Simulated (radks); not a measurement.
Problem. Radial electron density D(r) = 4 pi r^2 rho(r) of an atom or ion with 7 electrons. All-electron calculation, scalar-relativistic Kohn-Sham, PBE, spin-unpolarised, spherical densities, finite nucleus; Fermi nuclear charge, rms radius of each element as measured or else 0.836 A^(1/3) + 0.57 fm. Program: a radial shooting solver on a logarithmic mesh with Libxc functionals.

```
   r/bohr * D(r) (the largest magnitude, 8.43, reaches the edge; | marks zero)
 0.009213 | *
   0.0119 |  *
  0.01537 |    *
  0.01986 |      *
  0.02565 |          *
  0.03314 |                *
   0.0428 |                       *
  0.05485 |                               *
  0.07085 |                                         *
  0.09153 |                                                 *
   0.1182 |                                                      *
   0.1527 |                                                     *
   0.1973 |                                             *
   0.2548 |                                 *
   0.3292 |                       *
   0.4252 |                   *
   0.5493 |                     *
   0.7096 |                         *
   0.9166 |                         *
    1.184 |                  *
    1.529 |          *
    1.976 |   *
    2.552 |*
     3.27 |*
    4.224 |*
    5.457 |*
    7.049 *
    9.106 *
    11.76 *
    15.19 *
```

What is the nuclear charge?

Solution. Z = 8. The innermost maximum, from 1s, lies near gamma/Z bohr with gamma = sqrt(1 - (Z/c)^2) = 0.998, here 0.125 bohr (found: 0.130), and its height grows with Z. The density is that of the oxygen ion O+ in [He] 2s1.5 2p3 3d0.5; the configuration itself is not fixed sharply by these data. D(r) has 3 maxima, at r = 0.130, 0.794, 5.16 bohr, and minima at 0.432, 3.60 bohr, inside which lie 2.22, 6.58 electrons.
